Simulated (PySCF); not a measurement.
Diatomics with 72 electrons

r²SCAN in PySCF with x2c-SVPall on every atom, spin-free X2C, for the lowest determinant that a PBE0 search found; no spin–orbit coupling. All have 72 electrons, 8 of them in the valence shells, and the same state, a singlet (closed shell). For ions De leads to the atom and ion picked by measured ionisation energies and electron affinities.

```
species  difference of nuclear charges  Re (Å)  ωe (cm⁻¹)  k (mdyn/Å)  De (eV)  dissociates to  Mayer bond order
   CaTe                             32   2.644        316        1.80     2.97         Ca + Te              2.28
     KI                             34   3.069        188       0.623     3.47           K + I              0.70
    BaS                             40   2.523        387        2.30      n/a          Ba + S              2.17
   CaI⁺                             33   2.691        300        1.61     3.54         Ca⁺ + I              1.46
```

(1) Which member of the whole set has the stiffest bond, and how does it compare with the softest?

These are scalar-relativistic numbers at best; spin–orbit coupling would shift them, the dissociation energy most. For an ion De counts to the pair picked by the measured ionisation energies or electron affinities, which need not be the lowest pair at this level.

Answers

(1) BaS with k = 2.30 mdyn/Å, 3.7 times that of KI.
